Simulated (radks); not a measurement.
Problem. Species: Tc+. Configuration: [Kr] 4d5 5s1 (the NIST ground configuration). Method: Dirac Kohn-Sham, LDA (Slater exchange, Perdew-Wang correlation), spin-unpolarised, spherical densities, finite nucleus; open shells fill j = l - 1/2 first; Fermi nuclear charge, rms radius 4.4112 fm; computed with a radial shooting solver on a logarithmic mesh with Libxc functionals.

Spin-orbit splittings of the eigenvalues, e(l+1/2) - e(l-1/2), with zeta = 2 splitting/(2l+1) and mean radii in bohr:

shell  occ.  splitting (eV)  zeta (eV)  <r> j=l-1/2  <r> j=l+1/2
2p        6           118.1      78.71       0.1272       0.1318
3p        6           19.76      13.17       0.4096       0.4203
3d       10           3.802      1.521       0.3973       0.4008
4p        6           2.992      1.995        1.151        1.182
4d        5               ?          ?        1.667        1.686

Estimate the 4d splitting.

Solution. 0.2966 eV (zeta = 0.1186 eV).
